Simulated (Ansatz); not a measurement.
Cost and result for the atomization energy of C2H9NOSi, SMILES `C[Si](C)(N)O` (14 atoms, 13 bonds).

```xyz
14

C    -1.6096    0.1798    0.5719
Si    0.0714   -0.2898   -0.0846
C     1.3681    0.9771    0.3526
N    -0.0263   -0.3921   -1.7914
O     0.5123   -1.7669    0.5349
H    -1.9175    1.1599    0.2001
H    -2.3644   -0.5512    0.2688
H    -1.6126    0.2187    1.6649
H     1.5007    1.0520    1.4356
H     1.0938    1.9662   -0.0216
H     2.3368    0.7075   -0.0774
H     0.8201   -0.4963   -2.3285
H    -0.7716   -0.9251   -2.2114
H     0.5988   -1.8398    1.4862
```

The species carries charge 0 and has multiplicity 1. All single points use the PBE0-D4/def2-TZVP geometry. It is one conformer, not always the lowest. Program: Ansatz. All runs use 4 threads of an AMD EPYC 9R45 on a shared host. Times are those of one run each, without the atoms' runs, and a repeat can differ threefold. Electronic energies, without spin–orbit coupling; frozen cores. CCSD(T)/CBS adds CCSD(T) − MP2 in def2-TZVPP to the MP2 limit, and its time is that of the two runs behind it. T1 = 0.010. B3LYP takes the VWN-RPA correlation (the form of Gaussian; ORCA's B3LYP/G). HSE06 is the plane-wave form, built on full-range PBE exchange.

CCSD(T)/CBS is a level of theory with its own doubt, some kJ/mol a heavy atom from the limit and from the frozen cores, so smaller differences don't rank the functionals.

```json
{"level": "LDA (SPW92)/def2-TZVPP", "functions": "292", "wall time": "0.7 s"}
{"level": "BLYP-D4/def2-TZVPP", "functions": "292", "wall time": "0.95 s"}
{"level": "BHLYP-D4/def2-TZVPP", "functions": "292", "wall time": "1.4 s"}
{"level": "HSE06-D4/def2-TZVPP", "functions": "292", "wall time": "1.6 s"}
{"level": "CAM-B3LYP-D4/def2-TZVPP", "functions": "292", "wall time": "1.7 s"}
{"level": "r2SCANh-D4/def2-TZVPP", "functions": "292", "wall time": "2.1 s"}
{"level": "B3LYP-D4/def2-TZVPP (with forces)", "functions": "292", "wall time": "2.2 s"}
{"level": "B2PLYP/def2-TZVPP", "functions": "292", "wall time": "2.7 s"}
{"level": "CCSD(T)/def2-SVP", "functions": "119", "wall time": "2.8 s"}
{"level": "PBE-QIDH/def2-TZVPP", "functions": "292", "wall time": "2.8 s"}
{"level": "MP2/def2-QZVPP", "functions": "568", "wall time": "13 s"}
{"level": "CCSD(T)/def2-TZVPP", "functions": "292", "wall time": "91 s"}
{"level": "CCSD(T)/CBS(def2)", "functions": "–", "wall time": "100 s"}
```

(1) What atomization energy does each give, and how far from CCSD(T)/CBS? (Estimate.)

Results:

(1) The calculation gave: 
```json
{"level": "LDA (SPW92)/def2-TZVPP", "atomization (kJ/mol)": "6018.8", "difference from CCSD(T)/CBS": "681.6", "per bond": "52.4"}
{"level": "BLYP-D4/def2-TZVPP", "atomization (kJ/mol)": "5308.8", "difference from CCSD(T)/CBS": "-28.4", "per bond": "-2.2"}
{"level": "BHLYP-D4/def2-TZVPP", "atomization (kJ/mol)": "5197.3", "difference from CCSD(T)/CBS": "-139.9", "per bond": "-10.8"}
{"level": "HSE06-D4/def2-TZVPP", "atomization (kJ/mol)": "5314.5", "difference from CCSD(T)/CBS": "-22.7", "per bond": "-1.7"}
{"level": "CAM-B3LYP-D4/def2-TZVPP", "atomization (kJ/mol)": "5356.2", "difference from CCSD(T)/CBS": "19.0", "per bond": "1.5"}
{"level": "r2SCANh-D4/def2-TZVPP", "atomization (kJ/mol)": "5296.5", "difference from CCSD(T)/CBS": "-40.7", "per bond": "-3.1"}
{"level": "B3LYP-D4/def2-TZVPP (with forces)", "atomization (kJ/mol)": "5328.9", "difference from CCSD(T)/CBS": "-8.3", "per bond": "-0.6"}
{"level": "B2PLYP/def2-TZVPP", "atomization (kJ/mol)": "5272.0", "difference from CCSD(T)/CBS": "-65.2", "per bond": "-5.0"}
{"level": "CCSD(T)/def2-SVP", "atomization (kJ/mol)": "4979.4", "difference from CCSD(T)/CBS": "-357.8", "per bond": "-27.5"}
{"level": "PBE-QIDH/def2-TZVPP", "atomization (kJ/mol)": "5279.2", "difference from CCSD(T)/CBS": "-58.0", "per bond": "-4.5"}
{"level": "MP2/def2-QZVPP", "atomization (kJ/mol)": "5338.4", "difference from CCSD(T)/CBS": "1.2", "per bond": "0.1"}
{"level": "CCSD(T)/def2-TZVPP", "atomization (kJ/mol)": "5194.9", "difference from CCSD(T)/CBS": "-142.3", "per bond": "-10.9"}
{"level": "CCSD(T)/CBS(def2)", "atomization (kJ/mol)": "5337.2", "difference from CCSD(T)/CBS": "0.0", "per bond": "0.0"}
```

From r2SCAN to r2SCAN0 (25 % exact exchange), in def2-TZVPP and without D4, the atomization energy moves by −65.7 kJ/mol: exact exchange takes away binding that semilocal exchange gives to molecules. At CCSD(T), def2-SVP lies −357.7 kJ/mol from the extrapolated value and def2-TZVPP −142.3 kJ/mol: correlation converges slowly with the basis, and small sets miss more of it in the bonded molecule than in its fragments. Leaving LDA and LC-ωPBE aside and taking each functional with its dispersion term where it has one, the values, not all of them listed here, spread over 188.0 kJ/mol, from BHLYP-D4 to PBE-D4. LDA lies +661.3 kJ/mol from PBE without D4, its usual overbinding.
